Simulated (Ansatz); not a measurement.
Cd(NH2)(SMe) (CH5CdNS), SMILES [Cd]([NH2])[S]C.

Coordinates come from a PBE0-D3(BJ)/def2-SVP optimisation. The structure was generated by enumeration; whether it is a known compound was not checked. The def2 effective core potentials stand for the cores of Cd; spin–orbit coupling is left out. One conformer was computed; it need not be the lowest.

Two levels are set side by side: PBE/def2-SVPD (Ansatz, a first-principles code) and PBE0/def2-SVPD (Ansatz). Energy differences of separate SCF runs at the same geometry; the states with an electron removed or added have multiplicity 2 and 2. Differences are taken from unrounded values.

```json
[
 {"quantity": "vertical ionisation energy (eV)", "PBE0": "8.57"},
 {"quantity": "vertical singlet–triplet gap (eV)", "PBE0": "4.14"}
]
```

Question: What does PBE give, and how far is it from PBE0? (An estimate is asked for; the answer gives what the named calculation found.)

Answer: 
| quantity | PBE | PBE minus PBE0 |
|---|---|---|
| vertical ionisation energy (eV) | 8.24 | -0.33 |
| vertical singlet–triplet gap (eV) | 3.71 | -0.43 |
